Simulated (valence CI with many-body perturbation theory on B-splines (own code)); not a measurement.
**Questions on Yb³⁸⁺**

Calculated by relativistic CI+MBPT: four valence electrons over a frozen Dirac-Fock core [Ar] 3d10, radial functions for each j: 11 s, 11 p, 9 d, 7 f, 5 g, 2 h, 1 i, with the one-electron correlation potential Σ1 (screened to all orders), the two-electron term Σ2, the three-electron term Σ3, Breit, model QED; selected single and double excitations, second order for the rest (own B-spline code, finite nucleus).

No measured spectrum was set against this ion. As an estimate, large intervals hold to a few tenths of a per cent, small ones and those within an open d or f shell to about a per cent.

Levels are named by their leading jj configuration (3d3/2^4 stands for four electrons in 3d with j = 3/2), which in mixed levels can hold well under half, so a name can repeat and another be missing.

Rates and lifetimes use the calculated energies. Strong lines usually hold to 10 to 20 %, long lifetimes can be off by a factor of two.

**Question.** What is the ground level?

**Answer.** (4s^2 4p1/2^2) J=0, composition 71 % 4s²4p² ³P + 28 % 4s²4p² ¹S.

**Question.** Name the longest-lived excited levels whose lifetime is computed, and their main decay.

**Answer.** (4s^2 4p1/2 4p3/2) J=2 at 572.06 × 10³ cm⁻¹ lives 22.0 μs, mostly by E2 to (4s^2 4p1/2^2) J=0; (4s^2 4p3/2 4d5/2) J=4 at 2370.1 × 10³ cm⁻¹ lives 593 ns, mostly by M1 to (4s^2 4p1/2 4d5/2) J=3; (4s^2 4p1/2 4p3/2) J=1 at 540.33 × 10³ cm⁻¹ lives 502 ns, mostly by M1 to (4s^2 4p1/2^2) J=0.

**Question.** Where does the other parity begin?

**Answer.** At (4s 4p1/2^2 4p3/2) J=2, 1234.3 × 10³ cm⁻¹.

**Question.** What is the ionisation energy?

**Answer.** 1791.4 eV; NIST lists 1789 ± 4 eV (theoretical).

**Question.** Among levels below 3358.4 × 10³ cm⁻¹, which E1 lines absorb most strongly from the ground level?

**Answer.** to (4s^2 4p1/2 4d3/2) J=1 at 5.583 nm, f = 1.55; to (4s 4p1/2^2 4p3/2) J=1 at 7.445 nm, f = 0.512; to (4s 4p1/2 4p3/2^2) J=1 at 5.215 nm, f = 0.0615.

**Question.** What are the static dipole polarisabilities of the lowest levels?

**Answer.** (4s^2 4p1/2^2) J=0 0.0423; (4s^2 4p1/2 4p3/2) J=1 0.0489 (tensor 0.0018); (4s^2 4p1/2 4p3/2) J=2 0.0487 (tensor 0.0032) bohr³, of which the core gives 0.00280.

**Question.** How well does LS coupling describe the low levels?

**Answer.** Among the lowest 20 levels the leading LS term, summed over configurations, holds 63 % on average. For single configurations the figures are 60 % in LS and 89 % in jj coupling. Terms mix most in the J = 2 level at 1883.1 × 10³ cm⁻¹, where the leading one holds 37 %.
